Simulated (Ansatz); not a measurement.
The same path of F + FGeH3O3 (9 atoms, charge 0, multiplicity 2) was run twice with different band settings.

Level of theory: UHF/def2-SVP in Ansatz.

Relaxed end points:

```xyz
9
Properties=species:S:1:pos:R:3
Ge -0.118 -0.187 -0.132
F 0.083 -0.036 1.563
O 1.404 -0.658 -0.789
H 2.166 -0.130 -0.601
O -0.642 1.335 -0.746
H -1.559 1.552 -0.667
O -1.313 -1.390 -0.437
H -1.094 -2.292 -0.257
F -0.019 0.159 4.262
```

```xyz
9
Properties=species:S:1:pos:R:3
Ge -0.110 -0.122 -0.133
F 0.141 0.203 1.530
O 1.399 -0.655 -0.771
H 2.169 -0.138 -0.588
O -0.656 1.328 -0.885
H -1.580 1.525 -0.845
O -1.312 -1.348 -0.285
H -1.089 -2.230 -0.028
F -0.054 -0.211 4.202
```

Common settings: climbing image yes; spring 5.0 eV/Å²; optimiser quadratic models (default); start path through a guess of the saddle point; force threshold 0.05 eV/Å; iteration limit 60; end points relaxed.

| run | movable images |
| --- | --- |
| 1 | 5 |
| 2 | 3 |

Problem. What does each run give, and how far can it be trusted?

Solution. Run 1: converged after 32 iterations, highest image 0.000 eV above the first end. The highest image is an end point: on this band no image between the ends rises above it. Inner images lie up to 0.002 eV below the lower end, so the ends aren't the lowest states on this path.
Run 2: converged after 22 iterations, highest image 0.000 eV above the first end. The highest image is an end point: on this band no image between the ends rises above it. Inner images lie up to 0.002 eV below the lower end, so the ends aren't the lowest states on this path. So few images can step over the top or miss a turn of the path.
